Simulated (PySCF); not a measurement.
**SMILES [C@]1(C)(C#N)CC[C@H]1Br, C6H8BrN**

Geometry:
| atom | x (Å) | y (Å) | z (Å) |
| --- | --- | --- | --- |
| C1 | -1.477 | -0.737 | -0.423 |
| C2 | -0.469 | 0.241 | 0.167 |
| C3 | -1.153 | 1.356 | 0.770 |
| N4 | -1.669 | 2.256 | 1.251 |
| C5 | 0.599 | -0.423 | 1.076 |
| C6 | 1.645 | -0.257 | -0.036 |
| C7 | 0.686 | 0.680 | -0.772 |
| Br8 | 0.457 | 0.374 | -2.684 |
| H9 | -2.089 | -0.246 | -1.177 |
| H10 | -2.130 | -1.112 | 0.363 |
| H11 | -0.962 | -1.577 | -0.883 |
| H12 | 0.370 | -1.446 | 1.366 |
| H13 | 0.818 | 0.164 | 1.965 |
| H14 | 2.598 | 0.182 | 0.252 |
| H15 | 1.832 | -1.181 | -0.580 |
| H16 | 0.936 | 1.736 | -0.666 |

The calculation used TDDFT wB97X-D/def2-SVPD circular dichroism and optical rotation, one conformer, gas phase (PySCF). Geometry: GFN2-xTB.

The calculation is non-relativistic, which matters for the atoms heavier than Zn.

Draw the ECD and absorption spectra from the lowest 8 states, each a Gaussian of half-width 0.35 eV at 1/e height.


```csv
E (eV),λ (nm),Δε (L mol⁻¹ cm⁻¹),ε (L mol⁻¹ cm⁻¹)
5.63,220,-0.08,18.1
5.78,215,-0.24,55.2
5.93,209,-0.48,118
6.08,204,-0.69,175
6.23,199,-0.68,182
6.38,194,-0.47,132
6.53,190,-0.23,66.6
6.68,186,-0.08,23.7
6.83,182,-0.04,7.22
6.98,178,-0.11,11.2
7.13,174,-0.46,56.6
7.28,170,-1.33,251
7.43,167,-2.50,896
7.58,164,-2.34,2510
7.73,160,+1.53,5400
7.88,157,+8.96,8790
8.03,154,+14.93,11100
8.18,152,+14.05,11400
```
Δε uses R in velocity form, ε uses f in length form. Only the states computed contribute, so the short-wavelength end is incomplete.
